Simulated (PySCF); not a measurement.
Point-charge models of SiFMe3, `C[Si](C)(C)F` against its computed dipole.

Coordinates (PBE0-D3(BJ)/def2-SVP, Å) and charges (e) from the PBE0/pcSseg-1 density (PySCF):

```json
{"atom": "Si1", "x": "0.006", "y": "-0.005", "z": "0.424", "Mulliken": "+1.1035", "IAO": "+1.3793", "Hirshfeld": "+0.4730", "ESP-fitted": "+1.2148"}
{"atom": "F2", "x": "0.030", "y": "-0.006", "z": "2.065", "Mulliken": "-0.4360", "IAO": "-0.5464", "Hirshfeld": "-0.2244", "ESP-fitted": "-0.4219"}
{"atom": "C3", "x": "1.783", "y": "-0.014", "z": "-0.148", "Mulliken": "-0.6563", "IAO": "-0.7463", "Hirshfeld": "-0.2183", "ESP-fitted": "-0.8057"}
{"atom": "H4", "x": "2.329", "y": "0.850", "z": "0.263", "Mulliken": "+0.1472", "IAO": "+0.1577", "Hirshfeld": "+0.0459", "ESP-fitted": "+0.1834"}
{"atom": "H5", "x": "1.844", "y": "0.039", "z": "-1.246", "Mulliken": "+0.1405", "IAO": "+0.1538", "Hirshfeld": "+0.0437", "ESP-fitted": "+0.1760"}
{"atom": "H6", "x": "2.301", "y": "-0.930", "z": "0.177", "Mulliken": "+0.1463", "IAO": "+0.1571", "Hirshfeld": "+0.0457", "ESP-fitted": "+0.1834"}
{"atom": "C7", "x": "-0.885", "y": "1.548", "z": "-0.102", "Mulliken": "-0.6565", "IAO": "-0.7465", "Hirshfeld": "-0.2183", "ESP-fitted": "-0.8109"}
{"atom": "H8", "x": "-1.922", "y": "1.550", "z": "0.269", "Mulliken": "+0.1463", "IAO": "+0.1571", "Hirshfeld": "+0.0458", "ESP-fitted": "+0.1847"}
{"atom": "H9", "x": "-0.917", "y": "1.639", "z": "-1.200", "Mulliken": "+0.1406", "IAO": "+0.1539", "Hirshfeld": "+0.0437", "ESP-fitted": "+0.1771"}
{"atom": "H10", "x": "-0.381", "y": "2.442", "z": "0.296", "Mulliken": "+0.1469", "IAO": "+0.1577", "Hirshfeld": "+0.0459", "ESP-fitted": "+0.1850"}
{"atom": "C11", "x": "-0.907", "y": "-1.546", "z": "-0.105", "Mulliken": "-0.6565", "IAO": "-0.7463", "Hirshfeld": "-0.2182", "ESP-fitted": "-0.8219"}
{"atom": "H12", "x": "-1.942", "y": "-1.535", "z": "0.270", "Mulliken": "+0.1463", "IAO": "+0.1571", "Hirshfeld": "+0.0458", "ESP-fitted": "+0.1875"}
{"atom": "H13", "x": "-0.414", "y": "-2.450", "z": "0.284", "Mulliken": "+0.1471", "IAO": "+0.1576", "Hirshfeld": "+0.0459", "ESP-fitted": "+0.1883"}
{"atom": "H14", "x": "-0.946", "y": "-1.626", "z": "-1.203", "Mulliken": "+0.1406", "IAO": "+0.1540", "Hirshfeld": "+0.0437", "ESP-fitted": "+0.1801"}
```

Q: Form Σ q r in debye for every column and set it beside the full dipole.

A: The full density gives (-0.03, 0.00, -2.03) D, 2.03 D in size; dipole vectors point from the negative to the positive end.

```csv
scheme,μx,μy,μz,size (D),share of the full size (%),angle to the full dipole (°)
Mulliken,-0.03,0.00,-2.32,2.32,115,0
IAO,-0.04,0.00,-2.86,2.86,141,0
Hirshfeld,-0.02,0.00,-1.31,1.31,65,0
ESP-fitted,-0.03,0.00,-2.05,2.05,101,0
```

Q: Which set comes closest?

A: Length of the difference vector: ESP-fitted 0.03 D, Mulliken 0.30 D, Hirshfeld 0.71 D, IAO 0.83 D. Closest: ESP-fitted. ESP charges are fitted to the potential around the molecule, whose slowest-falling term is the dipole's. 

Q: What is left for the Hirshfeld atoms' own dipoles?

A: The shares of the density sum to the whole, so what Σ q r misses lies in dipoles about the nuclei. The atomic dipoles sum to (-0.03, 0.00, -2.03) − (-0.02, 0.00, -1.31) = (-0.01, 0.00, -0.72) D, 0.71 D in size.

Q: With the origin at the mean of the coordinates, (-0.001, -0.003, 0.003) Å, which are the largest single terms, by size, of the Hirshfeld dipole along the direction of the full one?

A: F2 +2.22, Si1 -0.96, H5 +0.26, H14 +0.26, H9 +0.26 D; all 14 atoms together +1.31 D. The single terms depend on the origin, their sum doesn't.

Q: Give the size of the full dipole in other units.

A: 2.03 D = 0.797 au = 0.422 e·Å = 6.76 × 10⁻³⁰ C·m.

Isolated species at its PBE0-D3(BJ)/def2-SVP geometry, gas phase.
